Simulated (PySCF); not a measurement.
C₂H₈O₂Si, SMILES C[Si@H](O)CO.

Coordinates come from a ωB97X-D3(BJ)/def2-SVP optimisation. The structure was generated by enumeration; whether it is a known compound was not checked. The values are those of a single conformer.

Two levels are set side by side: PBE/def2-TZVP (PySCF) and ωB97X/def2-TZVP (PySCF). Same geometry, gas phase. Differences are taken from unrounded values.

```tsv
quantity	PBE
orbital gap (eV)	5.22
highest occupied level (eV)	-5.73
lowest empty level (eV)	-0.51
dipole moment (D)	2.48
mean polarisability (bohr³)	60.3
```

Question: These are the PBE values. What does ωB97X give? (An estimate is asked for; the answer gives what the named calculation found.)

Answer: 
| quantity | ωB97X | PBE minus ωB97X |
|---|---|---|
| orbital gap (eV) | 12.16 | -6.94 |
| highest occupied level (eV) | -9.72 | 3.99 |
| lowest empty level (eV) | 2.44 | -2.95 |
| dipole moment (D) | 2.72 | -0.24 |
| mean polarisability (bohr³) | 56.9 | 3.4 |

PBE's occupied levels lie high since its potential decays too fast outside the molecule; exact exchange lowers them and widens the gap. Loosely held outer electrons make PBE densities more polarisable. Differences between two approximate levels are no errors against the true value.

Rough cost on one machine, each run with all the roots and properties that it gave: ωB97X against PBE within a factor of 2.
